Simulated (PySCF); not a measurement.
## Electron correlation in Ir²⁺ (iridium, charge +2)

[Xe] 4f14 5d6 6s1, high-spin 6D determinant (an excited configuration). All numbers are calculated (PySCF 2.14, the spin-free X2C one-electron Hamiltonian (Gaussian nucleus), in ANO-RCC-VTZP (8s7p5d3f1g, 84 functions)). Frozen: [Kr] 4d10 4f14; 15 electrons correlated.

```
  level  correlation energy (mhartree)
   CCSD                        -364.37
    (T)                          -7.87
CCSD(T)                        -372.24
```

Diagnostics: T1 = 0.0051, D1 = 0.0178, largest double amplitude 0.021.

Spin-orbit coupling, absent here, splits the open shell strongly.

Cost of the coupled-cluster step: about 12 core-seconds, for 15 correlated electrons.
